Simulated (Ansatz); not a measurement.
The cluster PtS₃⁻. Charge -1, multiplicity 2. Geometry r2SCAN-D4/def2-SVPD.

| atom | x (Å) | y (Å) | z (Å) |
| --- | --- | --- | --- |
| Pt1 | -0.249 | 0.515 | -0.804 |
| S2 | -1.569 | 0.372 | -2.501 |
| S3 | 0.945 | 0.326 | 1.018 |
| S4 | 0.872 | -1.213 | 2.287 |

In the def2 sets Pt takes a core potential; there is no spin–orbit coupling. LC-ωPBE has ω = 0.4 bohr⁻¹. At r2SCAN-D4/def2-TZVPD, PBE0-D4/def2-TZVPD, LC-ωPBE/def2-TZVPD the charge -1 doublet is spin-contaminated (final ⟨S²⟩ up to 1.55, 0.75 for a pure state). Another isomer (doublet) lies 0.68 eV lower at PBE0-D4/def2-TZVPD; other spin states weren't run for this one.

Problem. Estimate the α-spin orbital energies around the gap (eV) in Ansatz with PBE-D4/def2-TZVPD, r2SCAN-D4/def2-TZVPD, PBE0-D4/def2-TZVPD, LC-ωPBE/def2-TZVPD.

Solution. 
| orbital | PBE-D4/def2-TZVPD | r2SCAN-D4/def2-TZVPD | PBE0-D4/def2-TZVPD | LC-ωPBE/def2-TZVPD |
| --- | --- | --- | --- | --- |
| HOMO−5 | -1.90 | -2.23 | -3.48 | -6.27 |
| HOMO−4 | -1.88 | -2.22 | -3.46 | -6.24 |
| HOMO−3 | -1.78 | -2.05 | -2.94 | -5.57 |
| HOMO−2 | -1.61 | -1.83 | -2.78 | -5.39 |
| HOMO−1 | -1.48 | -1.77 | -2.62 | -5.10 |
| HOMO | -0.92 | -1.13 | -1.90 | -4.34 |
| LUMO | -0.30 | -0.30 | 0.49 | 2.69 |
| LUMO+1 | 2.04 | 2.34 | 2.77 | 3.86 |
| LUMO+2 | 2.90 | 3.40 | 3.24 | 4.00 |
| LUMO+3 | 3.11 | 3.47 | 3.44 | 4.12 |
| LUMO+4 | 3.16 | 3.61 | 3.65 | 4.46 |
| LUMO+5 | 3.32 | 3.85 | 3.71 | 4.68 |
| β HOMO | -1.17 | -1.31 | -2.06 | -4.48 |
| β LUMO | -0.37 | -0.25 | 0.43 | 2.55 |
